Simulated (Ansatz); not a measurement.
This geometry of CH8AlClSi2 (13 atoms, charge 0, multiplicity 1) is a first-order saddle point.

Theory: Ansatz 0.2.0, RKS revPBE-D4/6-31G.

```xyz
13
Properties=species:S:1:pos:R:3
Al -2.065 0.835 1.089
Si -0.364 -0.182 -0.407
Si 1.058 -1.769 0.659
C 0.824 1.144 -1.206
Cl -0.164 2.582 -1.973
H -2.992 2.076 0.623
H -2.265 0.204 2.573
H -1.048 -0.890 -1.570
H 0.242 -2.907 1.238
H 1.817 -1.107 1.794
H 2.074 -2.350 -0.306
H 1.492 1.608 -0.468
H 1.415 0.723 -2.032
```

**Question.** Which two structures does it join? (They come from a converged band through this point; their orientation in space is the band's.)

**Answer.** No bond is made or broken. The dihedral H6–Al1–Si2–Si3 goes from 31 to -160°.

Initial state:

```xyz
13
Properties=species:S:1:pos:R:3
Al -2.054 0.803 0.846
Si -0.317 -0.603 -0.248
Si 1.618 -1.380 0.892
C 0.273 0.866 -1.419
Cl -1.191 2.181 -1.393
H -1.555 1.804 2.019
H -3.627 0.557 0.555
H -0.805 -1.699 -1.184
H 1.262 -2.517 1.829
H 2.215 -0.254 1.713
H 2.683 -1.875 -0.069
H 1.126 1.446 -1.040
H 0.393 0.635 -2.486
```

Final state:

```xyz
13
Properties=species:S:1:pos:R:3
Al -2.119 0.743 0.659
Si -0.304 -0.592 -0.400
Si 1.436 -1.452 0.969
C 0.441 0.957 -1.372
Cl -0.499 2.533 -0.671
H -3.520 0.924 -0.133
H -1.956 1.200 2.204
H -0.648 -1.618 -1.471
H 0.930 -2.596 1.826
H 1.940 -0.355 1.887
H 2.613 -1.956 0.153
H 1.497 1.198 -1.190
H 0.209 0.979 -2.446
```

**Question.** How far does it lie above each of them?

**Answer.** 0.209 eV above the first and 0.203 eV above the second. This is the barrier of this one path; another mechanism may lie lower. Limits of this set-up: no polarisation functions.

Run time: 16 min on 1 thread of Arm Neoverse V1, on a shared host, peak memory 0.28 GiB.
